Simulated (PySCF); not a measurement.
A structure optimised at r2SCAN-D4/def2-TZVP, used in a PySCF frequency run:

```xyz
6

Be     0.0000     0.0000    -0.1768
F      0.0000     0.0000    -1.5580
C      0.0000     0.0000     1.5009
H      0.8796     0.5078     1.9081
H      0.0000    -1.0157     1.9081
H     -0.8796     0.5078     1.9081
```
Charge 0, spin multiplicity 1.

Task: Write its SMILES, formula and point group.

Result: [CH3][Be][F], CH3BeF, C3v

Task: What are its rotational constants (standard atomic weights)?

Result: 162.01, 5.9626, 5.9626 GHz
